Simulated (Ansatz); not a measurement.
A run for Ansatz (a first-principles code): U-CAM-B3LYP/def2-TZVPP on F (SMILES [F]).

Ansatz 0.2 input:
```yaml
crystal:
  periodic: [false, false, false]
  atoms:
    - {symbol: F, position_ang: [0.00000000, 0.00000000, 0.00000000]}
basis:
  gaussian:
    orbitals: def2-TZVPP
hamiltonian:
  xc: {name: CAM-B3LYP}
magnetization: {spin_polarized: true, initial_magnetization: 1}
```

Output:

```
WARN ansatz: RAYON_NUM_THREADS=4 ignored (pool sized by the plan → 4); use --threads N
Functional definition: CAM-B3LYP
integrals: 0.00 GiB planned
156 factors; their error is unknown
integrals: 0.04 GiB planned
27 factors; integrals over basis functions are off by at most 2.0e-4 eV
mean field: 0.08 GiB planned
mean field evaluation 1: about -2714.1480 eV, gradient 6.7e0 eV
mean field evaluation 2: about -2714.2264 eV, gradient 2.1e0 eV
mean field evaluation 4: about -2714.2374 eV, gradient 5.4e-2 eV
mean field evaluation 8: about -2714.2500 eV, gradient 2.1e-3 eV
mean field -2714.25003260 eV, -99.7468489134 hartree, gradient 1.1e-5 eV, S^2 0.751493; 0 other end points of the search recorded, 0 dependent functions left out
reference -2714.25006772 eV, -99.7468502038 hartree; 5, 4 occupied and 26, 27 virtual orbitals, 156 factors
Total energy: -2714.25006772 eV, -99.7468502038 hartree
```

The calculation finished and met its thresholds.

Cost: very roughly 0.4 core-seconds.
